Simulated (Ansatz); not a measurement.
Consider the atomization: `CC[O][Ge]([CH3])([O]CC)[O]CC` → 7 C• + Ge• + 18 H• + 3 O•.

Program: Ansatz. Geometries: PBE0-D4/def2-TZVP. ΔE: electronic, gas phase. CCSD(T)/CBS is the MP2 limit (def2-TZVPP, def2-QZVPP) plus CCSD(T) − MP2 in def2-TZVPP, frozen cores. This one scheme is used for every species, atoms too. Functionals use def2-TZVPP. HSE06 is defined as in plane-wave codes. Open shells (•) are unrestricted, without spin–orbit coupling. Spin–orbit coupling would lower the free atoms: a little for C, O; clearly for Ge. Bonds to Ge are less sure, by a few kJ/mol each and by 10 to 20 or more in all where they break to atoms, as the def2 sets lack core-valence functions. Scalar relativity is left out up to krypton. One conformer a species, not always the lowest.

| level | ΔE (kcal/mol) | difference from CCSD(T)/CBS |
| --- | --- | --- |
| PBE-D4 | 2767.5 | 44.0 |
| r2SCANh-D4 | 2710.7 | -12.8 |
| HSE06-D4 | 2726.6 | 3.1 |
| CAM-B3LYP-D4 | 2732.2 | 8.7 |
| PBE-QIDH | 2708.0 | -15.5 |
| PBE | 2750.9 | 27.4 |
| PBE0 | 2710.5 | -13.0 |
| HSE06 | 2713.1 | -10.4 |
| CAM-B3LYP | 2717.5 | -6.0 |
| LC-ωPBE | 2711.7 | -11.8 |
| HF/def2-SVP | 2024.0 | -699.5 |
| CCSD/def2-SVP | 2574.2 | -149.3 |
| CCSD(T)/def2-SVP | 2599.0 | -124.5 |
| HF/def2-TZVPP | 1998.4 | -725.1 |
| MP2/CBS(def2) | 2760.9 | 37.4 |
| CCSD/CBS(def2) | 2686.2 | -37.3 |
| CCSD(T)/CBS | 2723.5 | 0 |

Largest T1 diagnostic among the species: 0.011.

In def2-TZVPP, CCSD(T) changes the Hartree–Fock value by +665.6 kcal/mol (the triples alone add +37.3 kcal/mol) and MP2 by +703.0 kcal/mol; breaking electron pairs costs correlation energy, which Hartree–Fock lacks. From BLYP to BHLYP (50 % exact exchange), in def2-TZVPP and without D4, ΔE moves by −47.7 kcal/mol: exact exchange takes away binding that semilocal exchange gives to molecules. Leaving LDA and LC-ωPBE aside and taking each functional with its dispersion term where it has one, the values, not all of them listed here, spread over 123.7 kcal/mol, from BHLYP-D4 to PBE-D4. LDA lies +357.6 kcal/mol from PBE without D4, its usual overbinding.

For atomizations the MP2-based limit and the directly extrapolated one differ by several kJ/mol either way, and by 10 to 25 for some Ge, Se and Sn compounds, so smaller differences from it don't rank the levels.
